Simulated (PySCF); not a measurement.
C5H7BO, SMILES BCc1ccco1, singlet (GFN2-xTB optimised geometry):

```
14

B     -1.204    -1.810    -1.592
C     -1.398    -1.716    -0.036
C     -0.414    -0.591     0.000
C      0.958    -0.591     0.000
C      1.359     0.765     0.000
C      0.208     1.492    -0.013
O     -0.865     0.682    -0.017
H     -0.372    -2.504    -2.030
H     -1.843    -1.132    -2.297
H     -2.360    -1.373     0.333
H     -1.044    -2.548     0.567
H      1.595    -1.452     0.016
H      2.360     1.142     0.007
H      0.026     2.548    -0.014
```

Method: CAM-B3LYP/def2-TZVP (PySCF).

Q: What are the frontier orbital energies and the dipole moment?

A: HOMO-2 -10.65 eV, HOMO-1 -9.63 eV, HOMO -7.77 eV, LUMO -0.11 eV, LUMO+1 1.85 eV; dipole moment 1.36 D.

Meta-Löwdin charges at CAM-B3LYP/def2-TZVP: B1 -0.02, C2 -0.32, C3 0.21, C4 -0.18, C5 -0.18, C6 0.04, O7 -0.24, H8 0.01, H9 0.01, H10 0.13, H11 0.13, H12 0.14, H13 0.14, H14 0.14.
